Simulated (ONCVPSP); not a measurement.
Ge (Z = 32): one change to an ONCV potential, before and after

germanium (Ge), optimised norm-conserving Vanderbilt (ONCV), made with ONCVPSP 4.0.1 (LDA (Perdew-Wang 92), scalar-relativistic). Core [Ar], reference 3d10 4s2 4p2. Waves: 4s: rc 1.80 bohr, ncon 3, nbas 6, qcut 4.6 1/bohr, 2 projectors, debl 2.1 Ha; 4p: rc 2.10 bohr, ncon 5, nbas 9, qcut 3.9 1/bohr, 2 projectors, debl 3.6 Ha; 3d: rc 1.30 bohr, ncon 4, nbas 8, qcut 13.4 1/bohr, 2 projectors, debl 3.4 Ha. Local part: polynomial inside 0.90 bohr (lpopt 5, dvloc0 0 Ha). Core correction: Teter function, fcfact 3.75, rcfact 1.3.

All-electron outer shells of the reference configuration (LDA (PZ), scalar-relativistic, ld1.x):

| shell | level (eV) | outermost node (bohr) | outermost maximum (bohr) |
| --- | --- | --- | --- |
| 3s | -167.73 | 0.26 | 0.54 |
| 3p | -115.38 | 0.23 | 0.54 |
| 3d | -29.55 | – | 0.50 |
| 4s | -11.95 | 0.77 | 1.73 |
| 4p | -4.05 | 0.82 | 2.19 |

Change: p: rc 2.88.

Cutoffs: the cutoffs (Ha) at which the residual kinetic energy of the hardest occupied pseudo-wave falls to 1 and 0.1 mHa per electron; they do not see the model core or the augmentation charge, which bear on the density cutoff. Errors are all-electron minus pseudo energies relative to the spin-unpolarised reference configuration.

Task: How do hardness, ghosts and transferability respond?

Result: The potential gets neither clearly harder nor softer (68 Ha and 76 Ha → 68 Ha and 76 Ha); both files keep a bound ghost (s); of the 4 tests that both files solve, the error grows in 3 and shrinks in 0 by more than 15 % and 0.3 meV (median size 1.4 → 11.0 meV). More of the atom is replaced by a form fitted at one configuration, so other configurations suffer.

```tsv
quantity	base	changed
cutoff, loose	68 Ha	68 Ha
cutoff, tight	76 Ha	76 Ha
loose cutoff by channel	s 8.3 Ha, p 6.3 Ha, d 68 Ha	s 8.3 Ha, p 2.7 Ha, d 68 Ha
bound ghosts	s	s
GHOST(+) flags under 300 eV	p at 133.3 eV	p at 116.7 eV
error for 3d10 4s2 4p1, meV [ΔE 7.63 eV]	-0.8	-2.5
error for 3d10 4s2 4p0, meV [ΔE 23.34 eV]	-1.9	-20
error for 3d10 4s1 4p0, meV [ΔE 58.56 eV]	+10	-36
error for 3d10 4s2 4p1.5, meV [ΔE 2.89 eV]	-0.3	-0.5
s: phases at 1.83 bohr within 0.05 rad from the reference energy up to (Ha; the scan ends near 5)	4.4	4.4
d: phases at 1.32 bohr within 0.05 rad from the reference energy up to (Ha; the scan ends near 5)	to the end of the scan	to the end of the scan
rms error of d²Exc/dni dnj with the model core, mHa	3.33	3.32
```

 A true bound ghost makes a file unfit for plane-wave use even where its test errors are small: the radial tests pick states by their node count and pass the ghost by.
